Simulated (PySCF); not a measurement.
This PySCF input asks for the NMR shieldings of SMILES C([C@@H](C[Si@@H](CC)F)C)Cl, C₆H₁₄ClFSi; the geometry comes from GFN2-xTB.

```python
import basis_set_exchange as bse
import numpy as np
from pyscf import gto, dft
from pyscf.prop import nmr

atoms = """
C     3.299120    0.873612    0.225670
C     2.650848   -0.449731    0.620927
Si    1.048686   -0.818042   -0.324355
F     0.593203   -2.323926    0.091545
C    -0.373907    0.332193    0.195501
C    -1.773390   -0.269897    0.032376
C    -2.841088    0.708146    0.519742
C    -2.053295   -0.696074   -1.403302
Cl   -1.823825    0.643028   -2.554870
H     4.223870    1.029910    0.777749
H     3.531329    0.884759   -0.836394
H     2.632806    1.707077    0.434855
H     2.461364   -0.444429    1.696454
H     3.359720   -1.259517    0.441841
H     1.255603   -0.917958   -1.765048
H    -0.327693    1.260939   -0.374505
H    -0.253236    0.612510    1.244521
H    -1.830786   -1.185419    0.632561
H    -2.661007    0.983936    1.555959
H    -2.828079    1.611484   -0.086135
H    -3.830751    0.261138    0.452016
H    -3.086476   -1.025387   -1.517620
H    -1.377767   -1.491368   -1.714432
"""
names = dict.fromkeys(["C", "Si", "F", "Cl", "H"], "pcSseg-1")
basis = {el: gto.basis.parse(bse.get_basis(n, elements=[el], fmt="nwchem")) for el, n in names.items()}
mol = gto.M(atom=atoms, basis=basis, charge=0, verbose=0)
mf = dft.RKS(mol, xc="PBE0")
mf.grids.level = 2
mf.grids.alignment = dft.numint.BLKSIZE   # the property module wants whole blocks of grid points
mf.conv_tol = 1e-9
mf.kernel()

calc = nmr.RKS(mf)   # GIAO
C = mf.mo_coeff
Co = C[:, mf.mo_occ > 0]
resp = mf.gen_response(singlet=True, hermi=2)
def vind(x):   # induced exchange potential for any number of trial vectors
    d = np.einsum("pi,xij,qj->xpq", C, 2 * x.reshape(-1, C.shape[1], Co.shape[1]), Co, optimize=True)
    return np.einsum("xpq,pi,qj->xij", resp(d - d.transpose(0, 2, 1)), C, Co, optimize=True).ravel()
mo1, _ = nmr.rhf.solve_mo1(calc, with_cphf=vind)
sigma = calc.kernel(mo1)
for i, s in enumerate(sigma):   # ppm
    w = np.linalg.eigvalsh((s + s.T) / 2)
    print("%2d %-2s iso %8.1f  s11 %8.1f  s22 %8.1f  s33 %8.1f" % (i, mol.atom_pure_symbol(i), w.mean(), *w))
```

Question: What are the results?

Answer: 
```
 0 C  iso    180.4  s11    175.1  s22    177.9  s33    188.1
 1 C  iso    174.8  s11    166.0  s22    176.6  s33    181.7
 2 Si iso    324.8  s11    281.0  s22    327.0  s33    366.4
 3 F  iso    383.2  s11    371.6  s22    384.2  s33    393.7
 4 C  iso    165.1  s11    147.4  s22    160.1  s33    187.7
 5 C  iso    153.4  s11    145.0  s22    154.2  s33    161.1
 6 C  iso    162.9  s11    138.2  s22    160.2  s33    190.3
 7 C  iso    130.0  s11     97.8  s22    138.5  s33    153.6
 8 Cl iso    930.2  s11    842.1  s22    876.3  s33   1072.1
 9 H  iso     30.4  s11     25.3  s22     27.5  s33     38.4
10 H  iso     30.9  s11     26.4  s22     29.0  s33     37.1
11 H  iso     31.1  s11     25.7  s22     31.1  s33     36.3
12 H  iso     30.8  s11     26.8  s22     29.4  s33     36.1
13 H  iso     30.6  s11     25.5  s22     29.2  s33     37.2
14 H  iso     26.5  s11     23.5  s22     25.8  s33     30.1
15 H  iso     30.5  s11     26.1  s22     32.4  s33     32.9
16 H  iso     31.0  s11     25.2  s22     31.4  s33     36.5
17 H  iso     29.5  s11     24.9  s22     28.8  s33     34.8
18 H  iso     30.8  s11     25.8  s22     29.1  s33     37.6
19 H  iso     30.1  s11     25.8  s22     30.4  s33     34.1
20 H  iso     30.8  s11     26.0  s22     27.5  s33     38.8
21 H  iso     28.1  s11     22.2  s22     27.3  s33     34.7
22 H  iso     27.7  s11     22.8  s22     27.2  s33     33.2
```

These numbers come from an equivalent density-fitted implementation of the same equations, which agrees with the script to about 0.01 ppm for H and up to a few tenths of a ppm for heavy atoms, so last digits may differ.

Question: Turn these shieldings into chemical shifts. Chemical shifts δ = σref − σ; TMS for ¹³C (σ = 186.93 ppm) and ²⁹Si (σ = 349.16 ppm) and ¹H (σ = 31.72 ppm); CFCl3 for ¹⁹F (σ = 170.95 ppm); HCl for ³⁵Cl (σ = 949.78 ppm), all at this level.

Answer: Averaging equivalent atoms: C 7: 57.0; C 5: 33.5; C 6: 24.0; C 4: 21.8; C 1: 12.2; C 0: 6.6; Si 2: 24.4; F 3: -212.2; Cl 8: 20; H 14: 5.26; H 22: 3.99; H 21: 3.63; H 17: 2.23; H 15: 1.22; H 18/19/20: 1.16; H 13: 1.10; H 9/10/11: 0.95; H 12: 0.93; H 16: 0.69 ppm. Unscaled 19F shifts against computed CFCl3 carry errors that often reach 10 to 50 ppm.

Size and cost of the density-fitted run: 237 basis functions, 97 s wall time on 1 thread of an Arm Neoverse N1, shared host; peak memory 1.1 GiB.
